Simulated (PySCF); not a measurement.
Species: C4H14Si2.
Cartesian coordinates in Å at the GFN2-xTB level; atoms count from 1:
```xyz
20
C4H14Si2 angstrom
C     -0.4174   -0.4467    1.5303
C     -0.6566   -0.2254    0.0371
C     -1.7177   -1.2125   -0.4462
C     -1.1743    1.1966   -0.1740
Si     0.9833   -0.4828   -0.9357
Si     2.6721    0.8996   -0.1809
H     -1.3433   -0.3094    2.0898
H      0.3175    0.2579    1.9178
H     -0.0559   -1.4558    1.7197
H     -1.9156   -1.0785   -1.5076
H     -1.3915   -2.2384   -0.2894
H     -2.6529   -1.0668    0.0953
H     -1.3679    1.3856   -1.2283
H     -2.1058    1.3495    0.3722
H     -0.4532    1.9321    0.1790
H      1.3288   -1.9097   -0.8139
H      0.6666   -0.2814   -2.3603
H      2.2726    2.3049   -0.0453
H      3.1902    0.5029    1.1326
H      3.8159    0.8889   -1.0952
```

Computed, not measured: PySCF, TDDFT B3LYP/def2-SVPD, vertical, gas phase, core orbitals frozen in the response.

Ground-to-excited transition dipoles (e·a0, same axes as the geometry; the sign carries no meaning), for the states with f of 0.002 or more among the lowest 8:

| state | E (eV) | μx | μy | μz |
| --- | --- | --- | --- | --- |
| S1 | 6.689 | 0.252 | -0.038 | -0.136 |
| S3 | 7.131 | 0.069 | -0.196 | -0.235 |
| S4 | 7.237 | -0.462 | 0.181 | 0.370 |
| S5 | 7.452 | 1.301 | 0.414 | -0.138 |
| S6 | 7.649 | 0.295 | -0.114 | 0.194 |
| S7 | 7.787 | -0.453 | -0.026 | 0.247 |
| S8 | 7.836 | 0.436 | 0.040 | -0.116 |

(1) What oscillator strength does each state have?

(2) What angle do the transition dipoles of S1 and S3 make?

(3) How is the summed strength of these states shared among x, y and z?

(4) What peak molar absorption coefficient would the strongest computed level give as a lone Gaussian band 0.3 eV wide at half height?

## Answers

(1) f = (2/3) ΔE |μ|² with ΔE in hartree (27.2114 eV).

```
state  |μ|² (au)  |μ| (D)      f
   S1      0.083     0.73  0.014
   S3      0.098     0.80  0.017
   S4      0.383     1.57  0.068
   S5      1.883     3.49  0.344
   S6      0.138     0.94  0.026
   S7      0.267     1.31  0.051
   S8      0.205     1.15  0.039
```

(2) |cos θ| = |μa·μb| / (|μa| |μb|) = 0.63, so θ ≈ 51° (taken between 0 and 90°, since the signs are arbitrary).

(3) (2/3) Σ ΔE μα² gives 0.450 for x, 0.047 for y and 0.062 for z, 0.559 in all.

(4) ε(max) = 2.175×10⁸ f / FWHM, with the width in cm⁻¹. S5: 2.175×10⁸ × 0.3437 / 2420 ≈ 31000 L mol⁻¹ cm⁻¹.

Time: 56 s wall. Hardware: one thread of an x86-64 server, shared host.
